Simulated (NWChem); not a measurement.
Species: C4H4; SMILES C=CC#C

Program: NWChem. Pople sets run with spherical d functions. Each level has its own optimisation; frequencies are unscaled. Brackets give each atom's bonded neighbours.

```tsv
level	r C–C [C(CC)–C(CH)] (Å)	r C–H [C(CH)–H(C)] (Å)	r C–C [C(CC)–C(CCH)] (Å)	r C–C [C(CCH)–C(CHH)] (Å)	highest harmonic frequency (cm⁻¹)	lowest (cm⁻¹)	zero-point energy (kcal/mol)	dipole (D)
Hartree-Fock/STO-3G	1.172	1.064	1.457	1.315	3946	266	45.3	0.37
Hartree-Fock/3-21G	1.190	1.050	1.432	1.320	3662	261	42.0	0.50
Hartree-Fock/6-31G*	1.189	1.056	1.439	1.322	3663	252	41.5	0.47
B3LYP/6-31G*	1.211	1.066	1.425	1.341	3497	230	38.4	0.33
LDA (Slater exchange, VWN5)/def2-SVP	1.223	1.084	1.411	1.345	3395	216	37.2	0.33
PBE/def2-SVP	1.227	1.081	1.424	1.354	3407	213	37.1	0.33
BLYP/def2-SVP	1.226	1.079	1.429	1.356	3396	216	37.0	0.32
PBE0/def2-SVP	1.214	1.074	1.424	1.341	3490	224	38.5	0.39
```
